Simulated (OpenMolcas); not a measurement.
Nb2+: moving or changing the point charges

Nb2+ among 6 point charges of -1 e arranged as an octahedron (Oh), 1.97 Å from the ion.

* Program: OpenMolcas
* Method: CASSCF
* Basis: ANO-RCC-VDZP [6s5p3d1f]
* Scalar Hamiltonian: DKH2, point nucleus
* Active space: 3 electrons in 5 orbitals (4d)
* State averaging: 2S+1 = 4 even, 10 roots; 2S+1 = 2 even, 40 roots
* Spin-orbit coupling: state interaction with AMFI integrals over the reference wave functions

Runs around this geometry, states (labels of O, the rotations of Oh). Energies in cm-1 above the lowest state or level, χT in cm3 K/mol; 10Dq and B are least-squares fits to the states below 45000 cm-1, weighted by degeneracy, with a free offset, and given where the rms deviation is under 5 % of |10Dq| (or 100 cm-1) and under 700 cm-1.

```csv
R (Å),q (e),Ground state,First state of that spin,10Dq,B (rms of fit),First gap with spin-orbit (degeneracies),χT at 300 K,First state of another spin
1.97,-0.65,4A2,4T2 8113,8508,670 (151),"7960 (4, 2)",1.622,2E 12254
1.97,-1,4A2,4T2 12603,,,"11558 (4, 4)",1.721,2E 11889
2.14,-1,4A2,4T2 8970,,,"8817 (4, 2)",1.646,2E 12177
```

Taking the first state of the same spin as R^-n, n = -ln(8970 / 12603) / ln(2.14 / 1.97) = 4.1 between the shortest and longest distance.

Scaling the charges by -0.65 / -1 = 0.65 scales the first state of the same spin by 8113 / 12603 = 0.64; with fixed orbitals a first-order splitting would follow the charge.

Without dynamic correlation the repulsion within the d shell is too large (B by tens of per cent), so at a given field states of lower spin stand too high. Point charges carry no covalency, so the field is a model and not that of real ligands. No measured value stands beside these numbers.
